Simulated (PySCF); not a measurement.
C2Cl3, SMILES Cl[C]=C(Cl)Cl (connectivity only; charge and spin as stated), charge +1, multiplicity 1.

Coordinates come from a B3LYP-D3(BJ)/def2-SVP optimisation. The spin state was assumed, not searched. The isomer is the one that the SMILES or the coordinates give; other isomers of the formula were not compared.

Computed with TDA-PBE/def2-SVPD (PySCF 2.14.0).

Vertical excitations. Isolated molecule, no solvent. State labels are in the subgroup C2v.

```tsv
state	symmetry	energy (eV)	λ (nm)	f	main pairs
S1	A2	1.24	1001	0.000	HOMO→LUMO 100 %
S2	B1	2.68	463	0.000	HOMO−2→LUMO 100 %
S3	A1	2.97	418	0.028	HOMO−1→LUMO 93 %
S4	B2	3.71	334	0.052	HOMO−3→LUMO 93 %
S5	A2	4.55	273	0.000	HOMO−4→LUMO 100 %
S6	B1	5.48	226	0.000	HOMO→LUMO+2 99 %
S7	A1	5.86	212	0.056	HOMO→LUMO+1 55 %, HOMO−5→LUMO 27 %, HOMO−7→LUMO 13 %
S8	A2	6.05	205	0.000	HOMO−1→LUMO+1 100 %
S9	A2	6.19	200	0.000	HOMO−6→LUMO 99 %
S10	B1	6.39	194	0.001	HOMO→LUMO+3 75 %, HOMO−3→LUMO+1 24 %
T1	A2	0.72	1711	0	HOMO→LUMO 100 %
T2	A1	2.32	534	0	HOMO−1→LUMO 100 %
T3	B1	2.50	496	0	HOMO−2→LUMO 100 %
T4	B2	2.73	454	0	HOMO−3→LUMO 100 %
```
Triplets are in the Tamm–Dancoff approximation.
